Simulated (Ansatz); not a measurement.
Start from `CNB(F)F` and change one element to get `C[NH][In]([F])[F]`.

Ansatz, PBE0-D4/def2-TZVP geometries, multiplicity 1. Each molecule was computed in one conformer, which needn't be the lowest.

Elements past krypton have def2 core potentials.

```
                               property  `CNB(F)F`
     HOMO energy (PBE0/def2-TZVPP) / eV      -7.84
  HOMO energy (ωB97M-V/def2-TZVPP) / eV     -10.18
  LUMO energy (ωB97M-V/def2-TZVPP) / eV       2.02
HOMO–LUMO gap (ωB97M-V/def2-TZVPP) / eV      12.20
    HOMO–LUMO gap (PBE/def2-TZVPP) / eV       6.38
     LUMO energy (PBE0/def2-TZVPP) / eV       0.77
```

(1) Give the same properties after the change, and the shifts. (An estimate is asked.)

Results:

(1) The calculation gave: 
```tsv
property	`C[NH][In]([F])[F]`	shift
HOMO energy (PBE0/def2-TZVPP) / eV	-7.44	0.40
HOMO energy (ωB97M-V/def2-TZVPP) / eV	-9.75	0.43
LUMO energy (ωB97M-V/def2-TZVPP) / eV	-0.26	-2.28
HOMO–LUMO gap (ωB97M-V/def2-TZVPP) / eV	9.49	-2.71
HOMO–LUMO gap (PBE/def2-TZVPP) / eV	3.00	-3.38
LUMO energy (PBE0/def2-TZVPP) / eV	-2.18	-2.95
```

With PBE0 the HOMO rises by 0.40 eV and the LUMO falls by 2.95 eV, so the gap narrows by about 3.35 eV. PBE moves the HOMO by 0.31 eV and ωB97M-V by 0.43 eV.
